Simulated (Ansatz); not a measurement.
```yaml
crystal:
  periodic: [false, false, false]
  atoms:
    - {symbol: F, position_ang: [1.312945, -0.866155, 1.435146]}
    - {symbol: Si, position_ang: [0.319073, -0.553050, 0.301362]}
    - {symbol: F, position_ang: [0.145900, -2.050871, -0.436826]}
    - {symbol: Se, position_ang: [-1.719007, 0.314872, 0.678003]}
    - {symbol: Se, position_ang: [1.374192, 0.595524, -1.233877]}
    - {symbol: H, position_ang: [-1.173821, 1.616349, 1.122825]}
    - {symbol: H, position_ang: [0.250598, 0.643579, -2.203112]}
basis:
  gaussian: {orbitals: aug-pcseg-2}
hamiltonian: {xc: {name: CAM-B3LYP}, dispersion: d4}
relax: {f_tol: 0.0001, max_steps: 1}
output: {forces: true}
```

```sh
$ ansatz run in.yaml --threads 4 --pin off --events-out ev --progress --plain --max-ram 10444MiB
```

Output, abridged:

```
Functional definition: CAM-B3LYP
1764 factors; their error is unknown
659 factors; integrals over basis functions are off by at most 2.0e-6 eV
mean field evaluation 1: about -144055.6435 eV, gradient 4.7e1 eV
mean field evaluation 2: about -144053.2578 eV, gradient 6.6e1 eV
mean field evaluation 4: about -144058.8531 eV, gradient 2.0e0 eV
mean field evaluation 8: about -144058.8578 eV, gradient 2.4e-2 eV
mean field evaluation 16: about -144059.4616 eV, gradient 7.7e-5 eV
mean field -144059.46156581 eV, -5294.0875655334 hartree, gradient 3.4e-5 eV, S^2 0.000000; 0 other end points of the search recorded, 0 dependent functions left out
reference -144059.46172150 eV, -5294.0875712547 hartree; 51, 51 occupied and 255, 255 virtual orbitals, 1764 factors
relax step   1: F+E_penalty+E_count = -144059.67847368 eV  Δ(F+E_penalty+E_count) = +0.000e0 eV  max|allowed force component| = 2.674e0 eV/Å  Δτ_max = 0.0000 Å  (32 SCF iters, accepted)
Error: geometry relaxation did not converge after 1 steps: max|allowed force component| = 2.67e0 eV/Å (threshold 1.0e-4). Raise `relax.max_steps` over both its present limit and 1, loosen `relax.f_tol`, or start from a geometry closer to equilibrium. Where this run's directory can be resumed (`checkpoint.write`), a resume goes on for up to `relax.max_steps` more
```

In this input the relaxation is allowed too few steps for its threshold. The calculation stopped without meeting its thresholds.
